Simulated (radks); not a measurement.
Task: Species: Ta58+. Configuration: [Ne] 3s2 3p3. Method: Dirac Kohn-Sham, OLYP, spin-unpolarised, spherical densities, point nucleus; open shells are shared between the two j in proportion to 2j + 1; computed with a radial shooting solver on a logarithmic mesh with Libxc functionals.

Spin-orbit splittings of the eigenvalues, e(l+1/2) - e(l-1/2), with zeta = 2 splitting/(2l+1) and mean radii in bohr:

shell  occ.  splitting (eV)  zeta (eV)  <r> j=l-1/2  <r> j=l+1/2
2p        6            1301      867.6      0.06405      0.07161
3p        3               ?          ?       0.1768       0.1881
3d        0           81.27      32.51       0.1612       0.1648
4p        0           130.3      86.87       0.3465       0.3625
4f        0           13.16      3.759       0.2971       0.2993

Estimate the 3p splitting.

Result: 341.7 eV (zeta = 227.8 eV).
